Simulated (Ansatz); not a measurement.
HGe, doublet, at a GFN2-xTB geometry; SVWN5/cc-pVDZ (Ansatz, a first-principles code).

Here is a job for Ansatz.
Ansatz 0.2 input:
```yaml
crystal:
  periodic: [false, false, false]
  atoms:
    - {symbol: Ge, position_ang: [-0.00000000, -0.00000000, -0.04951318]}
    - {symbol: H, position_ang: [0.00000000, 0.00000000, 1.58442176]}
basis:
  gaussian:
    orbitals: cc-pVDZ
hamiltonian:
  xc: {name: SVWN5}
magnetization: {spin_polarized: true, initial_magnetization: 1}
```

Output, abridged:

```
Functional definition: SVWN5
373 factors; integrals over basis functions are off by at most 1.1e-3 eV
mean field evaluation 1: about -56444.9298 eV, gradient 6.6e0 eV
mean field evaluation 2: about -56444.9805 eV, gradient 5.5e0 eV
mean field evaluation 4: about -56445.2493 eV, gradient 1.7e0 eV
mean field evaluation 8: about -56445.2640 eV, gradient 1.3e0 eV
mean field evaluation 16: about -56441.3604 eV, gradient 6.6e0 eV
mean field evaluation 32: about -56445.2211 eV, gradient 2.3e0 eV
mean field -56445.28168081 eV, -2074.3258417838 hartree, gradient 7.8e-6 eV, S^2 0.751171; 2 other end points of the search recorded, 0 dependent functions left out
reference -56445.28170288 eV, -2074.3258425949 hartree; 17, 16 occupied and 15, 16 virtual orbitals, 373 factors
Total energy: -56445.28170288 eV, -2074.3258425949 hartree
```
